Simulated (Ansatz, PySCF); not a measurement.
RbI, SMILES [I][Rb]. Atoms are numbered in the order given.

```xyz
2

Rb     0.0000     0.0000    -1.9205
I      0.0000     0.0000     1.3422
```

The structure is a stationary point at B3LYP-D3(BJ)/def2-TZVPD. The def2 effective core potentials stand for the cores of I, Rb; spin–orbit coupling is left out.

Two levels are set side by side: PBE-D3(BJ)/def2-TZVPD (Ansatz, a quantum-chemistry and plane-wave program) and B3LYP-D3(BJ)/def2-TZVPD (Ansatz). Each level has its own optimised geometry; the coordinates shown are those of the second. Frequencies come from the Hessian of PySCF at each geometry. Differences are taken from unrounded values.

```tsv
quantity	B3LYP-D3(BJ)
bond Rb1–I2 (Å)	3.263
highest harmonic wavenumber (cm⁻¹)	130
mean harmonic wavenumber (cm⁻¹)	130
zero-point energy (kcal/mol)	0.19
```

Q: What does PBE-D3(BJ) give, and how far is it from B3LYP-D3(BJ)? (An estimate is asked for; the answer gives what the named calculation found.)

A: 
```
quantity                            PBE-D3(BJ)  PBE-D3(BJ) minus B3LYP-D3(BJ)
----------------------------------  ----------  -----------------------------
bond Rb1–I2 (Å)                          3.243                         -0.020
highest harmonic wavenumber (cm⁻¹)         130                              1
mean harmonic wavenumber (cm⁻¹)            130                              1
zero-point energy (kcal/mol)              0.19                           0.00
```

Here PBE gives about what the other level gives.
